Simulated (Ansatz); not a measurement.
Correlation energies of CH5BrFNSi, SMILES `NC[SiH](F)Br` by basis set

```xyz
10

N    -1.5330    0.4421    0.2291
C    -0.5333   -0.6218    0.2840
Si    1.1658   -0.1341   -0.3247
F     1.0304    0.3652   -1.8358
Br    1.8873    1.5894    0.8671
H    -1.6435    0.7808   -0.7190
H    -1.2405    1.2330    0.7909
H    -0.8832   -1.4732   -0.3114
H    -0.4569   -0.9952    1.3104
H     2.2069   -1.1863   -0.2906
```

The species carries charge 0 and has multiplicity 1. Correlated methods include outer-core shells of Br, which these sets cover unevenly. Scalar relativity is left out up to krypton. All single points use the PBE0-D4/def2-TZVP geometry. It is one conformer, not always the lowest. Frozen core, restricted reference, the Gaussian-basis code of Ansatz.

```json
{"basis": "def2-SVP", "HF (Eh)": "?", "MP2 corr.": "-0.82220", "CCSD corr.": "?", "(T)": "-0.01979", "CCSD(T) total": "?"}
{"basis": "def2-TZVPP", "HF (Eh)": "?", "MP2 corr.": "-1.03157", "CCSD corr.": "-1.06342", "(T)": "-0.03740", "CCSD(T) total": "?"}
{"basis": "def2-QZVPP", "HF (Eh)": "-3056.29772", "MP2 corr.": "?", "CCSD corr.": "–", "(T)": "–", "CCSD(T) total": "–"}
```

**Question.** Fill in the withheld values. (Best estimate.)

**Answer.** Ansatz gave: def2-SVP HF (Eh): -3055.56346; def2-SVP CCSD corr.: -0.85874; def2-SVP CCSD(T) total: -3056.44199; def2-TZVPP HF (Eh): -3056.22970; def2-TZVPP CCSD(T) total: -3057.33052; def2-QZVPP MP2 corr.: -1.41098.
